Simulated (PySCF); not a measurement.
## Working out the excitation energy of Cl

Cl [Ne] 3s2 3p5 (2P) → Cl [Ne] 3s1 3p6 (2S). All numbers are calculated (PySCF 2.14, scalar relativity by spin-free X2C-1e, in x2c-TZVPPall with one added diffuse shell each of s, p, d type (6s6p4d1f, 51 functions)). Frozen: 1s2. Energies in hartree (1 hartree = 27.21139 eV):

```json
{"part": "UHF", "Cl (lower)": "-460.888270", "Cl (upper)": "-460.315782"}
{"part": "CCSD correlation", "Cl (lower)": "-0.344270", "Cl (upper)": "-0.484583"}
{"part": "(T)", "Cl (lower)": "-0.007412", "Cl (upper)": "-0.046759"}
```

**Question.** What does Hartree-Fock give?

**Answer.** (-460.315782) − (-460.888270) = 0.572488 hartree = 15.578 eV.

**Question.** What do CCSD and CCSD(T) give?

**Answer.** The CCSD correlation energies differ by -0.140313 hartree = -3.818 eV and the triples by -0.039347 hartree = -1.071 eV, so CCSD gives 11.760 eV and CCSD(T) 10.689 eV.

Measured between the centres of the two terms (NIST): 10.586 eV, so CCSD(T) (valence and next inner shell) is off by 0.103 eV.

The coupled-cluster amplitudes are large, so a single reference is strained.

What remains against the reference includes basis incompleteness, the frozen core and higher excitations.
